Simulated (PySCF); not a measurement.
**Correlation energy of Mg⁺ (magnesium, charge +1)**

[Ne] 3p1, 2P determinant (an excited configuration). Calculation: PySCF 2.14, in aug-cc-pCVDZ; the non-relativistic Hamiltonian (point nucleus). Frozen: 1s2; 9 electrons correlated.

```json
{"level": "CCSD", "correlation energy (mhartree)": "-167.24"}
{"level": "(T)", "correlation energy (mhartree)": "-0.25"}
{"level": "CCSD(T)", "correlation energy (mhartree)": "-167.49"}
```

Diagnostics: T1 = 0.0019, D1 = 0.0046, largest double amplitude 0.015.

Cost of the coupled-cluster step: about 0.8 core-seconds, for 9 correlated electrons.

Iterations:

```
CC2 = 0
CCSD nocc = (np.int64(5), np.int64(4)), nmo = (35, 35)
frozen orbitals [[0], [0]]
max_cycle = 100
direct = 0
conv_tol = 1e-08
conv_tol_normt = 1e-06
diis_space = 8
diis_start_cycle = 0
Init t2, MP2 energy = -0.163162732572222
Init E_corr(UCCSD) = -0.16316273257446
cycle = 1  E_corr(UCCSD) = -0.166709811315512  dE = -0.00354707874  norm(t1,t2) = 0.00807235
cycle = 2  E_corr(UCCSD) = -0.167178003603233  dE = -0.000468192288  norm(t1,t2) = 0.0017631
cycle = 3  E_corr(UCCSD) = -0.167242920061049  dE = -6.49164578e-05  norm(t1,t2) = 0.000647487
cycle = 4  E_corr(UCCSD) = -0.167246004085285  dE = -3.08402424e-06  norm(t1,t2) = 0.000164824
cycle = 5  E_corr(UCCSD) = -0.167240092164055  dE = 5.91192123e-06  norm(t1,t2) = 3.97576e-05
cycle = 6  E_corr(UCCSD) = -0.167240517430503  dE = -4.25266448e-07  norm(t1,t2) = 2.52437e-06
cycle = 7  E_corr(UCCSD) = -0.167240571314737  dE = -5.38842337e-08  norm(t1,t2) = 4.17927e-07
cycle = 8  E_corr(UCCSD) = -0.167240567391389  dE = 3.92334842e-09  norm(t1,t2) = 6.14985e-08
UCCSD converged
E(UCCSD) = -199.3748218388322  E_corr = -0.1672405673913886
UCCSD(T) correction = -0.000251335540033216
```
